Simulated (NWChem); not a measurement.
# InHOCl$_{2}$; SMILES [OH][In]([Cl])[Cl]

```xyz
5

In     0.2358     0.0086     0.0000
Cl    -0.9532    -1.9989     0.0000
Cl    -0.9195     2.0208     0.0000
O      2.2147     0.0115     0.0000
H      2.5660    -0.8881     0.0000
```
Atoms are numbered in this order, from 1.

Program: NWChem. Structure relaxed at the PBE0/def2-SVP level. def2 effective core potentials on In; no spin-orbit coupling. Ions are spin-unrestricted doublets at the neutral geometry; other ion states weren't tried. Functional: LC-ωPBE (HJS hole) with def2-SVP; the question gives the range parameter ω in 1/bohr.

Problem. Estimate the computed values for range parameter (1/bohr) 0.80. Quantities: vertical ionisation energy, ΔSCF (eV); −ε(HOMO) (eV).

Solution. 
```json
{
 "vertical ionisation energy, ΔSCF (eV)": "12.17",
 "−ε(HOMO) (eV)": "13.19"
}
```
